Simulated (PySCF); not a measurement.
## Where the electron goes

C6H4NO2 (charge -1).
Atom-mapped SMILES: `[CH3:1][O:2]/[CH:3]=[C:4](\[O-:5])[C:6]#[C:7][C:8]#[N:9]` (hydrogens: H10, H11, H12 on C1; H13 on C3)

Cartesian coordinates in Å at the GFN2-xTB level; atoms count from 1:
```xyz
13
C6H4NO2 angstrom
C     -2.6620    0.2706    0.0905
O     -1.9676   -0.9335   -0.1327
C     -0.5725   -0.8086   -0.1602
C      0.1771    0.2942   -0.4887
O     -0.1692    1.4746   -0.8193
C      1.5862    0.0237   -0.4210
C      2.8079    0.0173   -0.4815
C      4.1490   -0.1009   -0.4917
N      5.3040   -0.2152   -0.4957
H     -3.6684    0.1440   -0.3158
H     -2.1546    1.1072   -0.3972
H     -2.7335    0.4814    1.1680
H     -0.1007   -1.7544    0.0663
```

Computed with PySCF, TDDFT CAM-B3LYP/def2-SVPD, vertical, gas phase, core orbitals frozen in the response.

Frontier orbitals with the atoms that hold most of them (Löwdin shares over 4%, at most four atoms; ? is withheld):

| orbital | ε (eV) | atoms |
| --- | --- | --- |
| LUMO+2 | 4.52 | C1 25%, H10 12%, O2 11%, C3 11% |
| LUMO+1 | 3.75 | C6 25%, N9 24%, C8 21%, C7 18% |
| LUMO | 3.58 | C6 22%, N9 20%, C8 17%, C7 15% |
| HOMO | -2.18 | ? |
| HOMO-1 | -3.73 | ? |
| HOMO-2 | -5.37 | O5 24%, C7 22%, C6 20%, N9 13% |
| HOMO-3 | -5.76 | C6 28%, C7 28%, N9 18%, C8 12% |

**Question.** Give the leading atoms of the HOMO-1.

**Answer.** O5 (bonded to C) 67%; C4 (bonded to 2 C and O) 8%; C6 (bonded to 2 C) 6%; C3 (bonded to C, O and H) 4%. By element: oxygen 67% or more, carbon 18% or more.

**Question.** Give the leading atoms of the HOMO.

**Answer.** O5 (bonded to C) 28%; C3 (bonded to C, O and H) 26%; C4 (bonded to 2 C and O) 16%; O2 (bonded to 2 C) 14%. By element: oxygen 43%, carbon 42% or more.

**Question.** How does S1 compare with the orbital gap of 5.76 eV?

**Answer.** S1 is at 2.96 eV (f = 0.0003), 2.80 eV below the gap, made of HOMO→LUMO+1 (96%). Its leading pair isn't HOMO and LUMO; the energies of that pair differ by 5.93 eV. 

**Question.** Give energy, strength and leading configuration of S1, S2, S4 and S5, and follow the Löwdin shares of the leading atoms from the occupied to the empty orbital.

**Answer.** 
- S1 (2.96 eV, f 0.0003), HOMO→LUMO+1 (96%): O5 28% → at most 13%, C3 26% → at most 13%, C6 at most 15% → 25%, N9 at most 15% → 24%
- S2 (3.46 eV, f 0.250), HOMO→LUMO (96%): O5 28% → at most 16%, C3 26% → at most 16%, C6 at most 15% → 22%, N9 at most 15% → 20%
- S4 (4.13 eV, f 0.0026), HOMO-1→LUMO (91%): O5 67% → at most 16%, C4 8% → at most 16%, C6 6% → 22%, N9 at most 5% → 20%
- S5 (4.59 eV, f 0.076), HOMO-1→LUMO+1 (80%): O5 67% → at most 13%, C4 8% → at most 13%, C6 6% → 25%, N9 at most 5% → 24%

Löwdin shares depend on the basis, the more so with diffuse functions.

Hardware: an Arm Neoverse N1 with one thread, on a shared host. Cost: 72 s.

One conformer stands for the species.
